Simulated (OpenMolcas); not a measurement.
Fe4+ among 6 point charges of -1 e arranged as a tetragonal octahedron (D4h). The axial distance is 1.18 times the equatorial one, R.

```
Program             : OpenMolcas 26.06
Method              : SS-CASPT2, IPEA 0.25 Eh, imaginary shift 0.1 Eh (closed shells correlated: 3s 3p)
Basis               : ANO-RCC-VTZP [6s5p3d2f1g]
Scalar Hamiltonian  : DKH2, point nucleus
Active space        : 4 electrons in 5 orbitals (3d)
State averaging     : 2S+1 = 5 even, 5 roots; 2S+1 = 3 even, 45 roots; 2S+1 = 1 even, 50 roots
Spin-orbit coupling : RASSI with atomic mean-field integrals over the reference wave functions
```

All point charges move together. At R = 1.65 Å the first state of the same spin is 2790 cm-1, and at R = 1.8 Å it is 1840 cm-1.

A third run gives 1450 cm-1. What distance was it run at?

With a power law R^-n the two known points give n = -ln(1840 / 2790) / ln(1.8 / 1.65) = 4.78. Then R = 1.65 × (2790 / 1450)^(1/4.78) = 1.892 Å. The run was at 1.89 Å, so the estimate is off by +0.002 Å.

Point charges give a weaker field than real ligands, and real ions of this kind are often low spin; the high spin found here belongs to the model. The ground term spreads over less than 5000 cm-1, several times less than with real ligands, so orbital moments are less quenched and χT lies further from the spin-only value than at real sites. Free-ion shares, where given, are those of the reference states; single-state CASPT2 does not remix them. Point charges carry no covalency, so the field is a model and not that of real ligands. No measured value stands beside these numbers.
